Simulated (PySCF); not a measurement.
## Assigning NMR signals

Atoms are numbered as in `[CH3:1][C@@H:2]([F:3])[C@H:4]1[CH2:5][CH2:6][SiH2:7]1` (H(Xn): hydrogen on atom n). Ha(C5), Ha(C6), Ha(Si7) are cis to C2 on the ring; Hb(C5), Hb(C6), Hb(Si7) are trans to C2 on the ring.

Calculated, not measured (PySCF 2.14): shieldings: GIAO PBE0/pcSseg-1, geometry from GFN2-xTB. Equivalent nuclei averaged, one conformer, no solvent, non-relativistic Hamiltonian.

Shifts are taken against calculated references (same method and geometry level): ¹³C (186.93 ppm), ¹H (31.72 ppm) against TMS.

Task: Assign these signals to the numbered atoms. ¹³C{¹H} NMR (computed): δ 93.4 (CH), 38.5 (CH), 25.7 (CH2), 23.9 (CH3), 5.7 (CH2).

Result: 
93.4 → C2, sp3 CH bonded to F: the inductive effect lowers its shielding
38.5 → C4, sp3 CH bonded to Si
25.7 → C5, sp3 CH2 in a ring: aliphatic region, no heteroatom directly attached
23.9 → C1, methyl carbon: saturated and bonded to C and H only
5.7 → C6, sp3 CH2 bonded to Si: an electropositive neighbour leaves it electron-rich and shielded

C5 and C1 lie closer than the usual error of such a calculation, so a measured spectrum could show them in the other order.

Task: Assign these signals to the numbered atoms. ¹H NMR (400 MHz, computed): δ 4.90 (m, 1H), 4.77 (m, 1H), 4.76 (m, 1H), 2.55 (m, 1H), 2.39 (m, 1H), 1.94 (m, 1H), 1.42 (m, 1H), 1.24 (m, 1H), 1.16 (m, 3H).

Result: 
4.90 → Ha(Si7), hydrogen on a silicon bonded to 2 C, in a 4-membered ring
4.77 → Hb(Si7), hydrogen on a silicon bonded to 2 C, in a 4-membered ring
4.76 → H(C2), hydrogen on an sp3 CH bonded to F: its carbon carries F, hence the downfield position
2.55 → Ha(C5), hydrogen on an sp3 CH2 in a ring
2.39 → Hb(C5), hydrogen on an sp3 CH2 in a ring
1.94 → H(C4), hydrogen on an sp3 CH bonded to Si
1.42 → Hb(C6), hydrogen on an sp3 CH2 bonded to Si
1.24 → Ha(C6), hydrogen on an sp3 CH2 bonded to Si
1.16 → H(C1), hydrogen on a methyl carbon

Hb(Si7) and H(C2); Ha(C6) and H(C1) lie closer than the usual error of such a calculation, so a measured spectrum could show them in the other order.

Splittings by ¹⁹F in the carbon and heteronuclear signals aren't shown, as no couplings were computed. Shifts are as computed. Against solution values, carbons near 30 ppm lie about +3 ppm off and those near 130 ppm about +5 ppm. Of 1309 compounds with measured shifts, 239 miss one by over three times the rms of a fit or turn the order of signals round; such compounds aren't used in these exercises. Multiplicities follow the n + 1 count of equivalent neighbours, as no J values were calculated; m marks all less simple cases, F and P coupling included.
